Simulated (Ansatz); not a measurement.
Reaction (formal hydrolysis of a Ge–O bond): `C[O][Ge]([O]C)([O]C)[O]C` + H₂O → `C[O][Ge]([OH])([O]C)[O]C` + CH₃OH

Calculated with Ansatz (gas phase, PBE0-D4/def2-TZVP geometries, no zero-point term in ΔE). CBS: MP2 limit from def2 TZ/QZ plus the TZ coupled-cluster correction, frozen cores. This one scheme is used for every species. DFT in def2-TZVPP. B3LYP here is the variant with VWN-RPA as its local correlation; programs differ in this. HSE06 is defined as in plane-wave codes. For Ge outer-core shells are correlated without core-valence functions, which leaves a few kJ/mol of doubt a bond. Scalar relativity is left out up to krypton. Each species was taken in one conformer, which may not be the lowest.

`C[O][Ge]([O]C)([O]C)[O]C`:

```xyz
21

C    -2.480   -0.227    1.117
O    -1.624   -0.661    0.079
Ge   -0.001    0.000    0.000
O     0.015    1.749   -0.137
C    -0.650    2.347   -1.232
O     0.684   -0.797   -1.404
C     2.015   -0.493   -1.771
O     0.922   -0.291    1.464
C     1.115   -1.627    1.886
H    -3.434   -0.743    0.994
H    -2.079   -0.469    2.108
H    -2.662    0.853    1.076
H    -1.723    2.126   -1.230
H    -0.519    3.427   -1.147
H    -0.235    2.021   -2.192
H     2.142    0.568   -2.015
H     2.255   -1.083   -2.657
H     2.728   -0.750   -0.979
H     1.661   -2.217    1.142
H     1.703   -1.599    2.805
H     0.166   -2.133    2.095
```

H₂O:

Z-matrix (Å, degrees):
```
O
H 1 0.960
H 1 0.960 2 105.1
```

`C[O][Ge]([OH])([O]C)[O]C`:

Z-matrix (Å, degrees):
```
C
O 1 1.414
H 1 1.096 2 112.0
H 1 1.091 2 107.5 3 -119.1
H 1 1.096 2 112.0 3 121.8
Ge 2 1.754 1 118.6 3 -60.6
O 6 1.754 2 112.7 1 57.9
O 6 1.754 2 112.7 1 -58.0
O 6 1.758 2 102.6 1 179.9
C 7 1.414 6 118.9 2 57.4
C 8 1.414 6 118.9 2 -57.3
H 9 0.961 6 111.9 2 179.9
H 10 1.092 7 107.5 6 -179.5
H 10 1.096 7 112.0 6 -60.5
H 10 1.096 7 112.0 6 61.4
H 11 1.091 8 107.5 6 179.5
H 11 1.096 8 112.0 6 60.5
H 11 1.096 8 111.9 6 -61.4
```

CH₃OH:

Cartesian coordinates in Å:
```
C 0.338 -0.107 0.030
O -1.004 0.074 0.418
H 0.837 -0.635 0.843
H 0.860 0.845 -0.128
H 0.433 -0.715 -0.879
H -1.464 0.539 -0.284
```

| level | ΔE (kJ/mol) | difference from CCSD(T)/CBS |
| --- | --- | --- |
| LDA (SPW92) | -2.0 | -6.3 |
| PBE-D4 | -0.9 | -5.2 |
| revPBE-D4 | 1.5 | -2.8 |
| BLYP-D4 | 1.5 | -2.8 |
| r2SCAN-D4 | -1.0 | -5.3 |
| B97M-V | -1.4 | -5.7 |
| PBE0-D4 | -0.8 | -5.1 |
| r2SCAN0-D4 | -1.0 | -5.3 |
| HSE06-D4 | -1.0 | -5.3 |
| BHLYP-D4 | 0.8 | -3.5 |
| CAM-B3LYP-D4 | -0.4 | -4.7 |
| ωB97X-V | -0.5 | -4.8 |
| ωB97M-V | -0.4 | -4.7 |
| B2PLYP | -3.2 | -7.5 |
| PBE-QIDH | -1.7 | -6.0 |
| PBE | -6.5 | -10.8 |
| revPBE | -8.9 | -13.2 |
| BLYP | -8.6 | -12.9 |
| r2SCAN | -3.1 | -7.4 |
| B3LYP | -7.3 | -11.6 |
| r2SCANh | -3.2 | -7.5 |
| r2SCAN0 | -3.4 | -7.7 |
| HSE06 | -5.9 | -10.2 |
| BHLYP | -6.2 | -10.5 |
| CAM-B3LYP | -5.7 | -10.0 |
| LC-ωPBE | -5.2 | -9.5 |
| MP2/def2-SVP | -0.5 | -4.8 |
| CCSD/def2-SVP | -1.5 | -5.8 |
| CCSD(T)/def2-SVP | -0.2 | -4.5 |
| HF/def2-TZVPP | -7.6 | -11.9 |
| MP2/def2-TZVPP | 3.2 | -1.1 |
| SCS-MP2/def2-TZVPP | 1.0 | -3.3 |
| CCSD/def2-TZVPP | 0.9 | -3.4 |
| CCSD(T)/def2-TZVPP | 2.5 | -1.8 |
| HF/def2-QZVPP | -7.2 | -11.5 |
| MP2/def2-QZVPP | 4.4 | 0.1 |
| SCS-MP2/def2-QZVPP | 1.9 | -2.4 |
| HF/CBS(def2) | -7.1 | -11.4 |
| MP2/CBS(def2) | 5.1 | 0.8 |
| CCSD/CBS(def2) | 2.7 | -1.6 |
| CCSD(T)/CBS | 4.3 | 0 |

Largest T1 diagnostic among the species: 0.012.

The D4 term adds +8.3 kJ/mol with B3LYP and +5.1 kJ/mol with PBE0; it sums over pairs of atoms, weighted by their polarisabilities, and B3LYP, whose exchange is more repulsive, gets the larger term. Leaving LDA and LC-ωPBE aside and taking each functional with its dispersion term where it has one, the values spread over 4.8 kJ/mol, from B2PLYP to BLYP-D4. LDA lies +4.5 kJ/mol from PBE without D4. At CCSD(T), def2-SVP lies −4.5 kJ/mol from the extrapolated value and def2-TZVPP −1.8 kJ/mol.
